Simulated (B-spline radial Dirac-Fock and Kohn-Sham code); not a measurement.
Elastic and transport cross sections of tellurium for positrons

These are calculated numbers from an atomic code on a B-spline grid; the model is relativistic (Dirac) partial waves in the static field of the Dirac-Fock atom, without polarisation or absorption potentials. Below a few hundred eV the neglected polarisation potential matters, most of all at small angles. σ_tr1 and σ_tr2 weight the cross section with 1 − P₁ and 1 − P₂ of cos θ; "backward" is the share scattered beyond 90°.

| energy (eV) | σ (a₀²) | σ_tr1 (a₀²) | σ_tr2 (a₀²) | σ/σ_tr1 | backward (%) |
| --- | --- | --- | --- | --- | --- |
| 163 | 18.8 | 3.38 | 5.95 | 5.57 | 4.8 |
| 244 | 16.3 | 2.48 | 4.43 | 6.57 | 4.0 |
| 398 | 13.5 | 1.69 | 3.05 | 7.99 | 3.2 |
| 744 | ? | ? | ? | ? | ? |
| 1090 | 8.70 | 0.697 | 1.34 | 12.5 | 1.8 |
| 8110 | 3.05 | 0.0729 | 0.160 | 41.8 | 0.37 |
| 8400 | 2.98 | 0.0697 | 0.153 | 42.8 | 0.36 |
| 13500 | 2.22 | 0.0372 | 0.0843 | 59.8 | 0.23 |
| 16400 | 1.96 | 0.0284 | 0.0652 | 69.0 | 0.19 |
| 20700 | 1.68 | 0.0204 | 0.0475 | 82.3 | 0.15 |
| 24900 | 1.49 | 0.0156 | 0.0368 | 95.1 | 0.12 |
| 38200 | 1.11 | 0.00824 | 0.0199 | 135 | 0.076 |
| 43300 | 1.02 | 0.00680 | 0.0165 | 150 | 0.066 |
| 49500 | 0.929 | 0.00553 | 0.0136 | 168 | 0.056 |
| 66700 | 0.757 | 0.00346 | 0.00864 | 219 | 0.039 |
| 67000 | 0.755 | 0.00344 | 0.00858 | 220 | 0.039 |

Question: Fill in the row for 744 eV.

Answer: σ = 10.3 a₀², σ_tr1 = 0.993 a₀², σ_tr2 = 1.86 a₀², σ/σ_tr1 = 10.4, backward 2.3 %. The ratio σ/σ_tr1 is roughly the number of elastic collisions that randomise the direction.
